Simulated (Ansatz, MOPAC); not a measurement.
System: C₃H₆O, charge 0, multiplicity 1. SMILES: C=CCO

Atoms: C1, C2, C3, O4, H5, H6, H7, H8, H9, H10. Bonds: C1-C2, C1-H5, C1-H6, C2-C3, C2-H7, C3-O4, C3-H8, C3-H9, O4-H10.

Bond lengths (Å) and angles (degrees) optimised at PM6 with MOPAC; PM7 with MOPAC; HF/STO-3G with Ansatz (a first-principles code); HF/6-31G* with Ansatz; PBE/6-31G* with Ansatz; MP2/6-31G* with Ansatz, each started from the B3LYP-D3(BJ)/def2-TZVP structure (Ansatz) of the last column. A row stands for all coordinates that are equal there; 13 of 22 kinds are shown. 6-31G* holds six Cartesian d functions. No wavenumbers were computed at HF/STO-3G, PBE/6-31G*, MP2/6-31G*, so these may be saddle points.

| coordinate | PM6 | PM7 | HF/STO-3G | HF/6-31G* | PBE/6-31G* | MP2/6-31G* | B3LYP-D3(BJ)/def2-TZVP |
|---|---|---|---|---|---|---|---|
| C1-C2 | 1.330 | 1.331 | 1.308 | 1.319 | 1.343 | 1.339 | 1.327 |
| C1-H5 | 1.081 | 1.079 | 1.082 | 1.077 | 1.097 | 1.087 | 1.085 |
| C1-H6 | 1.081 | 1.079 | 1.082 | 1.075 | 1.095 | 1.085 | 1.082 |
| C2-C3 | 1.501 | 1.495 | 1.531 | 1.503 | 1.505 | 1.498 | 1.496 |
| C2-H7 | 1.093 | 1.091 | 1.084 | 1.078 | 1.099 | 1.089 | 1.086 |
| C3-O4 | 1.436 | 1.415 | 1.438 | 1.404 | 1.433 | 1.432 | 1.428 |
| C3-H8 | 1.106 | 1.106 | 1.097 | 1.088 | 1.112 | 1.100 | 1.097 |
| C3-H9 | 1.111 | 1.111 | 1.095 | 1.083 | 1.105 | 1.094 | 1.092 |
| C1-C2-C3 | 123.4 | 122.9 | 124.2 | 124.5 | 124.3 | 123.6 | 124.2 |
| C2-C3-O4 | 111.1 | 111.3 | 112.8 | 112.0 | 112.0 | 111.6 | 112.0 |
| C2-C1-H5 | 124.1 | 124.1 | 122.1 | 121.8 | 121.3 | 121.4 | 121.3 |
| C2-C1-H6 | 123.1 | 123.4 | 122.1 | 121.8 | 122.1 | 122.0 | 121.9 |
| C1-C2-H7 | 122.5 | 122.6 | 120.6 | 120.1 | 120.3 | 120.4 | 120.3 |

Mean signed difference of all 9 bond lengths from B3LYP-D3(BJ)/def2-TZVP: PM6 0.006 Å, PM7 0.003 Å, HF/STO-3G 0.006 Å, HF/6-31G* -0.009 Å, PBE/6-31G* 0.012 Å, MP2/6-31G* 0.004 Å.
